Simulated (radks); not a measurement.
Problem. Ionisation ladder of cerium, from Ce XXV to Ce XXVIII. Each ion is in the ground configuration listed by NIST, and IE = E(next ion) - E(this ion). Method: Dirac Kohn-Sham, BLYP, spin-unpolarised, spherical densities, finite nucleus; open shells fill j = l - 1/2 first; Fermi nuclear charge, rms radius 4.8771 fm; computed with a radial shooting solver on a logarithmic mesh with Libxc functionals.

species        configuration  IE, Delta-SCF (eV)  -e(HOMO) (eV)   HOMO
Ce XXV     [Ar] 3d10 4s2 4p4                   ?         806.43  4p3/2
Ce XXVI    [Ar] 3d10 4s2 4p3              863.27         844.24  4p3/2
Ce XXVII   [Ar] 3d10 4s2 4p2                   ?         908.84  4p1/2
Ce XXVIII  [Ar] 3d10 4s2 4p1              968.23         948.38  4p1/2

Estimate the withheld Delta-SCF values.

Solution. Ce XXV: 825.31 eV (NIST 824); Ce XXVII: 928.59 eV (NIST 924).

Beside tabulated values, note that spin-unpolarised runs miss the spin-polarisation part of the exchange energy of open shells.
